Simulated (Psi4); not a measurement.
ClF, singlet, at a GFN2-xTB geometry.

Input for Psi4:
```
memory 2 GB

molecule mol {
0 1
F    -0.000000   -0.000000   -1.099521
Cl    0.000000    0.000000    0.582099
}

set {
  basis sto-3g
  reference rks
}

energy('r2scan')
print_variables()
```

What is the computed dipole moment (R2SCAN/STO-3G (Psi4))?

0.50 D

Predict the number of basis functions from R2SCAN/STO-3G.

14

Predict the total energy from R2SCAN/STO-3G.

-553.4650 Eh

Estimate the nuclear repulsion energy that R2SCAN/STO-3G returns for this input.

48.1465 Eh
